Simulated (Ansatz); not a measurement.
One change: `O[SiH](F)F` becomes `F[SiH2][SiH](F)F`.

Ansatz, PBE0-D4/def2-TZVP geometries, multiplicity 1. Each molecule was computed in one conformer, which needn't be the lowest.

```csv
property,`O[SiH](F)F`
HOMO energy (B3LYP/def2-TZVPP) / eV,-10.06
size of the dipole moment (ωB97M-V/def2-TZVPP) / D,1.20
size of the dipole moment (PBE/def2-TZVPP) / D,1.19
HOMO energy (PBE0/def2-TZVPP) / eV,-10.36
HOMO–LUMO gap (PBE/def2-TZVPP) / eV,8.17
HOMO–LUMO gap (ωB97M-V/def2-TZVPP) / eV,14.91
```

Q: What does the change do to each property? (Best estimate.)

A: Computed: 
```
                                          property  `F[SiH2][SiH](F)F`  shift
               HOMO energy (B3LYP/def2-TZVPP) / eV               -8.45   1.61
size of the dipole moment (ωB97M-V/def2-TZVPP) / D                1.16  -0.04
    size of the dipole moment (PBE/def2-TZVPP) / D                1.08  -0.11
                HOMO energy (PBE0/def2-TZVPP) / eV               -8.64   1.72
               HOMO–LUMO gap (PBE/def2-TZVPP) / eV                5.22  -2.95
           HOMO–LUMO gap (ωB97M-V/def2-TZVPP) / eV               11.26  -3.65
```

With PBE0 the HOMO rises by 1.72 eV and the LUMO falls by 1.80 eV, so the gap narrows by about 3.52 eV. PBE moves the HOMO by 1.19 eV and ωB97M-V by 2.16 eV. The zero-point energy changes by 15.6 kJ/mol with +6 modes. Dipoles are sizes alone; their direction can turn.

B3LYP here is the variant with VWN-RPA as its local correlation; programs differ in this.
